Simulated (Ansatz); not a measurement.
Species: GeO₂, net charge 1, doublet state. SMILES of the parent species: [O]=[Ge]=[O]
Structure (B3LYP-D3(BJ)/def2-TZVP (Ansatz, an electronic-structure program) minimum search):
```
Ge
O 1 1.6521
O 1 1.6521 2 180.00
```
Charge +1, spin multiplicity 2.

Task: Give the harmonic wavenumbers at B3LYP-D3(BJ)/def2-TZVP (Ansatz, finite differences of forces, unscaled).

Result: 156, 180, 487, 823 cm⁻¹. Zero-point energy 2.4 kcal/mol.

Task: From these and the geometry, give the ideal-gas thermochemistry at 298.15 K and 1 atm (rigid rotor, harmonic oscillator).

Result: Point group D∞h, rotational symmetry number 2. Rotational constants 5.786, 5.786 GHz. S(trans) 39.85, S(rot) 14.48, S(vib) 5.80, S(elec, spin only) 1.38, S 61.5 cal/(mol K). H(298) - H(0) 3.03 kcal/mol; G - E(el) -13.0 kcal/mol.
